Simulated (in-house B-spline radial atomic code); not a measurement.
Configurations of Pd5+, with energies counted from [Kr] 4d5. Computed with a B-spline radial code for spherical atoms: Dirac-Hartree-Fock, average of configuration, Fermi nucleus of rms radius 4.5318 fm. Energies include first-order Breit, QED and recoil terms.

Occupations are held fixed; configurations that lie above the ionisation limit could autoionise.

```tsv
configuration	E - E(ref) (eV)	highest orbital	its <r> (bohr)
[Kr] 4d4 7p1	63.164	7p3/2	6.648
[Kr] 4d4 7f1	70.233	7f7/2	9.92
[Kr] 4d4 7g1	71.322	7g7/2	10.5
[Kr] 4d4 8f1	72.947	8f7/2	13.48
[Ar] 3d10 4s2 4p5 4d5 5s1	78.242	5s1/2	2.115
[Ar] 3d10 4s2 4p5 4d5 6s1	106.03	6s1/2	3.864
[Ar] 3d10 4s2 4p5 4d5 7s1	117.96	7s1/2	6.086
[Ar] 3d10 4s2 4p5 4d5 8s1	124.27	8s1/2	8.806
```

**Question.** Order these further configurations by energy, lowest first.
A. [Ar] 3d10 4s2 4p5 4d5 8g1
B. [Ar] 3d10 4s2 4p5 4d5 5f1
C. [Kr] 4d4 5p1
D. [Ar] 3d10 4s2 4p5 4d5 7g1
E. [Kr] 4d4 5g1

**Answer.** C (31.277 eV), E (61.709 eV), B (115.52 eV), D (128.18 eV), A (130.54 eV).

**Question.** How far above the reference does [Ar] 3d10 4s2 4p5 4d5 6f1 lie?

**Answer.** 122.75 eV; its least bound orbital is 6f7/2 with <r> = 6.814 bohr.

**Question.** How far above the reference does [Kr] 4d4 5f1 lie?

**Answer.** 58.854 eV; its least bound orbital is 5f7/2 with <r> = 4.286 bohr.

**Question.** How far above the reference does [Kr] 4d4 5s1 lie?

**Answer.** 21.638 eV; its least bound orbital is 5s1/2 with <r> = 2.124 bohr.
